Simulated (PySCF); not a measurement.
A species of formula C5H11NO has this rotational fingerprint, computed with wB97X-D/def2-SVPD in PySCF (dipole) on a GFN2-xTB geometry, gas phase:

```
Rotational constants : A = 4666, B = 1475, C = 1453 MHz
Dipole components    : |μa| = 1.20 D, |μb| = 2.41 D, |μc| = 2.78 D
Inertial defect      : -102.94 u·Å²
κ                    : -0.99
```

Problem. Which candidate fits, each taken in the one conformer that was computed?
A. `[CH3:1][CH2:2][C:3](=[O:4])[N:5]([CH3:6])[CH3:7]` with C1–C2–C3–O4 -2°, C2–C3–N5–C6 0°
B. `[CH3:1][C:2]([CH3:3])([CH3:4])[C:5]([NH2:6])=[O:7]` with C2–C5–N6–H 180° and 0°
C. `[CH3:1][CH2:2][CH2:3][NH:4][C:5]([CH3:6])=[O:7]` with C1–C2–C3–N4 64°, C2–C3–N4–C5 -115°, C3–N4–C5–C6 177°

Solution. C. It is CCCNC(C)=O, a near-prolate asymmetric top, point group C1. The candidates at the same level (rigid rotor, commonest isotopes):

```
        SMILES  A (MHz)  B (MHz)  C (MHz)  μa (D)  μb (D)  μc (D)  Δ (u·Å²)  point group                        rotor
    CCCNC(C)=O     4666     1475     1453    1.20    2.41    2.78   -102.94           C1  near-prolate asymmetric top
CC(C)(C)C(N)=O     3306     2374     1985    1.20    3.56    0.00   -111.17           Cs               asymmetric top
  CCC(=O)N(C)C     4682     1872     1383    1.84    3.44    0.00    -12.65      near Cs               asymmetric top
```

`CCC(=O)N(C)C` has B 27 % too high; `CC(C)(C)C(N)=O` has B 61 % too high. No structure here is proved a minimum.
